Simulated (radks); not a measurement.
Neutral copper inside a hard spherical wall (all orbitals vanish at R), configuration held at [Ar] 3d10 4s1 and not refilled when levels cross. Calculated with a radial shooting solver on a logarithmic mesh with Libxc functionals: scalar-relativistic Kohn-Sham, PBE, spin-polarised, spherical densities, finite nucleus; open shells are filled with parallel spins first; Fermi nuclear charge, rms radius 3.8823 fm. Eigenvalues in eV for spin up, with the zero of energy where the potential of the charges vanishes at infinity; a dash marks a level that is unbound or too diffuse for the functional's potential to be trusted. A positive occupied level is held by the wall or, in an anion where self-interaction has pushed it up, behind a barrier. The pressure on the wall is -dE/dV.

[
 {"R (bohr)": "free", "E (hartree)": "-1654.85043", "kinetic (hartree)": "1679.453", "e(3s)": "-114.62", "e(3p)": "-72.068", "e(3d)": "-5.058", "e(4s)": "-5.004", "e(4p, empty)": "-0.961", "e(5s, empty)": "-", "pressure (GPa)": "0"},
 {"R (bohr)": "20", "E (hartree)": "-1654.85043", "kinetic (hartree)": "1679.453", "e(3s)": "-114.62", "e(3p)": "-72.068", "e(3d)": "-5.058", "e(4s)": "-5.004", "e(4p, empty)": "-0.961", "e(5s, empty)": "-", "pressure (GPa)": "< 0.0001"},
 {"R (bohr)": "12", "E (hartree)": "-1654.85041", "kinetic (hartree)": "1679.453", "e(3s)": "-114.62", "e(3p)": "-72.066", "e(3d)": "-5.056", "e(4s)": "-5.003", "e(4p, empty)": "-0.911", "e(5s, empty)": "0.712", "pressure (GPa)": "0.000311"},
 {"R (bohr)": "10", "E (hartree)": "-1654.85026", "kinetic (hartree)": "1679.455", "e(3s)": "-114.60", "e(3p)": "-72.050", "e(3d)": "-5.040", "e(4s)": "-4.989", "e(4p, empty)": "-0.799", "e(5s, empty)": "1.567", "pressure (GPa)": "0.00472"},
 {"R (bohr)": "8", "E (hartree)": "-1654.84869", "kinetic (hartree)": "1679.467", "e(3s)": "-114.49", "e(3p)": "-71.944", "e(3d)": "-4.939", "e(4s)": "-4.890", "e(4p, empty)": "-0.420", "e(5s, empty)": "3.774", "pressure (GPa)": "0.0731"},
 {"R (bohr)": "7", "E (hartree)": "-1654.84496", "kinetic (hartree)": "1679.490", "e(3s)": "-114.31", "e(3p)": "-71.765", "e(3d)": "-4.768", "e(4s)": "-4.710", "e(4p, empty)": "0.053", "e(5s, empty)": "6.127", "pressure (GPa)": "0.298"},
 {"R (bohr)": "6", "E (hartree)": "-1654.83321", "kinetic (hartree)": "1679.554", "e(3s)": "-113.89", "e(3p)": "-71.344", "e(3d)": "-4.369", "e(4s)": "-4.253", "e(4p, empty)": "1.007", "e(5s, empty)": "10.385", "pressure (GPa)": "1.30"},
 {"R (bohr)": "3.5", "E (hartree)": "-1654.45571", "kinetic (hartree)": "1681.017", "e(3s)": "-107.67", "e(3p)": "-65.217", "e(3d)": "1.475", "e(4s)": "4.545", "e(4p, empty)": "13.778", "e(5s, empty)": "55.703", "pressure (GPa)": "108"},
 {"R (bohr)": "3", "E (hartree)": "-1654.01631", "kinetic (hartree)": "1682.531", "e(3s)": "-103.11", "e(3p)": "-60.771", "e(3d)": "5.905", "e(4s)": "12.622", "e(4p, empty)": "24.044", "e(5s, empty)": "87.546", "pressure (GPa)": "341"},
 {"R (bohr)": "2.5", "E (hartree)": "-1652.92105", "kinetic (hartree)": "1686.163", "e(3s)": "-94.882", "e(3p)": "-52.738", "e(3d)": "14.353", "e(4s)": "30.237", "e(4p, empty)": "45.127", "e(5s, empty)": "147.83", "pressure (GPa)": "1300"},
 {"R (bohr)": "2", "E (hartree)": "-1649.67075", "kinetic (hartree)": "1696.867", "e(3s)": "-78.476", "e(3p)": "-36.375", "e(3d)": "32.706", "e(4s)": "74.663", "e(4p, empty)": "94.768", "e(5s, empty)": "276.81", "pressure (GPa)": "6630"}
]
